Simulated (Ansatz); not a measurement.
C2H9N2Ta, SMILES `[CH3][Ta]([CH3])(=[NH])[NH2]`, relaxed with RKS PBE-D4/def2-SVP in the Gaussian-basis code of Ansatz from a rough embedded geometry. The force threshold is 0.03 eV/Å; the program also tests the step.

Total charge 0; spin multiplicity 1. Ta: def2 effective core potential.

Start:

```xyz
14

C    -1.936    0.370   -0.344
Ta    0.209    0.360    0.267
C     0.906   -1.771    0.228
N     0.497    1.098    2.086
N     1.394    1.558   -1.170
H    -2.576    0.790    0.538
H    -2.075    1.113   -1.182
H    -2.262   -0.583   -0.626
H     1.219   -2.106    1.308
H     1.831   -1.875   -0.403
H     0.122   -2.449   -0.132
H    -0.044    0.656    2.903
H     2.007    0.935   -1.620
H     0.707    1.903   -1.856
```

Q: How much energy does the relaxation release, and in how many steps? (Best estimate.)

A: The calculation gave: 2.21 eV, in 20 steps, 1 of them rejected.

Q: Which bonds change most? (An estimate is asked.)

A: Ansatz gave: Ta2–N5 from 2.214 to 1.991 Å; Ta2–N4 from 1.984 to 1.781 Å; C1–H8 from 1.046 to 1.115 Å; Ta2–C3 from 2.243 to 2.180 Å.

Q: Give the relaxed structure. (Best estimate.)

A: Computed: 
```xyz
14

C    -1.969    0.379   -0.180
Ta    0.185    0.258    0.139
C     0.794   -1.832    0.254
N     0.547    1.019    1.708
N     1.197    1.247   -1.262
H    -2.495   -0.222    0.597
H    -2.377    1.409   -0.124
H    -2.247   -0.041   -1.176
H     0.161   -2.360    1.005
H     1.851   -1.982    0.561
H     0.651   -2.343   -0.727
H     0.738    1.433    2.621
H     1.823    2.051   -1.162
H     1.141    0.982   -2.254
```
